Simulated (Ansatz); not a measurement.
`C[S][Zn][F]`, charge 0, multiplicity 1.

Task: Give a relaxed structure at PBE0-D4/def2-TZVP (Ansatz). (Best estimate.)

Result: The calculation gave: 
```xyz
7

C    -0.0891   -1.1453   -0.1410
S     0.0669    0.2727   -1.2783
Zn    0.1560    1.9313    0.0722
F     0.2306    3.3008    1.1591
H    -1.0012   -1.0916    0.4508
H    -0.1399   -2.0302   -0.7753
H     0.7766   -1.2378    0.5125
```
Point group Cs.
